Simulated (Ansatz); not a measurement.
Isolated molecules relaxed with PBE0-D4/def2-TZVP in Ansatz; ΔE leaves out vibrations. CCSD(T)/CBS adds triple-zeta CCSD(T) − MP2 to the extrapolated MP2 energy (def2 sets, frozen cores). This one scheme is used for every species. DFT in def2-TZVPP. For Ge outer-core shells are correlated without core-valence functions, which leaves a few kJ/mol of doubt a bond. Scalar relativity is left out up to krypton. One conformer a species, not always the lowest.

`F[C@H]1O[Si@H]1[GeH3]` + H₂O → `O[Si@H]1O[C@H]1F` + GeH₄  (formal hydrolysis of the Si–Ge bond)

Question: Is it downhill or uphill in electronic energy at CCSD(T)/CBS, and by how much? (Estimate.)

Answer: Computed: Downhill: ΔE = -91.4 kJ/mol.

Question: What do these levels give: ωB97X-V, B2PLYP, PBE-QIDH, PBE0, HF/def2-TZVPP, HF/CBS(def2)? (An estimate is asked.)

Answer: Ansatz gave: ωB97X-V -98.6, B2PLYP -101.3, PBE-QIDH -93.8, PBE0 -85.0, HF/def2-TZVPP -121.9, HF/CBS(def2) -123.5 kJ/mol.

Question: What do rigid-rotor, harmonic-oscillator terms from PBE0-D4/def2-TZVP frequencies (298.15 K, 1 bar) make of the CCSD(T)/CBS value? (Best estimate.)

Answer: Ansatz gave: ΔZPE = -1.9 kJ/mol, ΔH = -97.1 kJ/mol, ΔS = -23 J/(mol·K), ΔG = -90.3 kJ/mol.

Largest T1 diagnostic among the species: 0.014.

From BLYP to BHLYP (50 % exact exchange), in def2-TZVPP and without D4, ΔE moves by −14.7 kJ/mol. In def2-TZVPP, CCSD(T) changes the Hartree–Fock value by +26.5 kJ/mol (the triples alone add +3.6 kJ/mol) and MP2 by +22.5 kJ/mol.
